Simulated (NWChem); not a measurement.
# C2H2Cl2OSi; SMILES C(#C)[Si](Cl)(O)Cl

```xyz
8

C     -0.0028    -2.9347     0.5806
C     -0.0017    -1.7762     0.2131
Si    -0.0002    -0.0418    -0.3030
O     -0.0008    -0.0010    -1.9412
Cl    -1.6525     0.9145     0.4516
Cl     1.6547     0.9106     0.4508
H     -0.0038    -3.9615     0.9033
H     -0.0053     0.8608    -2.3703
```
Atoms are numbered in this order, from 1.

Program: NWChem. Pople sets run with spherical d functions. All runs use the structure optimised with PBE0/def2-SVP. GIAO values for the isolated, static molecule; σ is the absolute isotropic shielding, δ = σ(reference) − σ with the isolated reference molecule computed at the same levels (13C: tetramethylsilane, 1H: tetramethylsilane, 17O: water, 29Si: tetramethylsilane).

For level Hartree-Fock/6-31G*:

```
Item         Result
-----------  ------
δ C1 (ppm)     97.8
δ C2 (ppm)     71.2
δ Si3 (ppm)   -17.4
δ O4 (ppm)     53.9
σ Cl5 (ppm)   919.0
δ H7 (ppm)     3.07
δ H8 (ppm)     2.40
```

### Question
How do the values read with level PBE0/pcSseg-1 instead?

### Answer
| Quantity | Result |
|---|---|
| δ C1 (ppm) | 103.0 |
| δ C2 (ppm) | 82.8 |
| δ Si3 (ppm) | -29.5 |
| δ O4 (ppm) | 96.4 |
| σ Cl5 (ppm) | 811.9 |
| δ H7 (ppm) | 2.53 |
| δ H8 (ppm) | 2.63 |
